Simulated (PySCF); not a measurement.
**C₆ coefficients of unlike pairs at BHandHLYP**

Calculated with PySCF 2.14 from the dipole response of each species, C₆(A,B) = (3/π) ∫ α_A(iu) α_B(iu) du, in atomic units, from isotropic polarisabilities. For ions this is the dispersion term alone; charge-induced terms of lower order in 1/R come first.

```tsv
species	configuration	basis	relativity	α (bohr³)	C₆ (like pair)
P³⁺	[Ne] 3s2 (1S)	aug-cc-pV(D+d)Z (5s4p3d)	none	6.802	17.20
Cu²⁺	[Ar] 3d9 (2D)	def2-QZVPPD (11s6p5d4f2g)	none	2.719	7.285
P⁺	[Ne] 3s2 3p2 (3P)	aug-cc-pV(D+d)Z (5s4p3d)	none	14.28	74.15
```

Question: Estimate C₆ for P⁺ with P³⁺.

Answer: The integral gives 35.70. The combination rule 2 C_A C_B / (C_A α_B/α_A + C_B α_A/α_B) gives 35.71 and the geometric mean 35.71.

No spin-orbit coupling is included.

The other pairs:

```tsv
pair	C₆
P⁺, Cu²⁺	20.19
Cu²⁺, P³⁺	9.827
```
